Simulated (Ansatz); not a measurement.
Stepwise reaction of `[Br][SnH2][Br]` with hydrogen, as a gas-phase model of exchange steps in deposition or etching. ΔE in kJ/mol; ΔG adds harmonic PBE0-D4 terms to CCSD(T)/CBS, at 1 bar.

Isolated molecules relaxed with PBE0-D4/def2-TZVP in Ansatz; ΔE leaves out vibrations. CCSD(T)/CBS adds triple-zeta CCSD(T) − MP2 to the extrapolated MP2 energy (def2 sets, frozen cores). This one scheme is used for every species. DFT in def2-TZVPP. B3LYP here is the variant with VWN-RPA as its local correlation; programs differ in this. Elements past krypton have def2 core potentials. For Br, Sn outer-core shells are correlated without core-valence functions, which leaves a few kJ/mol of doubt a bond. Scalar relativity is left out up to krypton.

```
step                                    reaction  PBE-D4  B3LYP-D4  ωB97M-V  CCSD(T)/CBS  ΔG(400 K)
   1  `[Br][SnH2][Br]` + H₂ → `[Br][SnH3]` + HBr    84.6      85.5     81.4         89.7       83.7
   2          `[Br][SnH3]` + H₂ → `[SnH4]` + HBr    82.9      84.9     82.8         90.7       87.9
```

By hand: ΔE of the 2 steps together at CCSD(T)/CBS.

(89.7) + (90.7) = 180.4 kJ/mol, or 90.2 kJ/mol a step.

In ΔE the steps differ by no more than 1.0 kJ/mol. All are uphill at CCSD(T)/CBS. ΔG lies between 83.7 and 87.9 kJ/mol a step. PBE-D4 differs from CCSD(T)/CBS by -7.8 to -5.1 kJ/mol a step. Isolated molecules leave out the surface, adducts and barriers. Largest T1 diagnostic: 0.013.
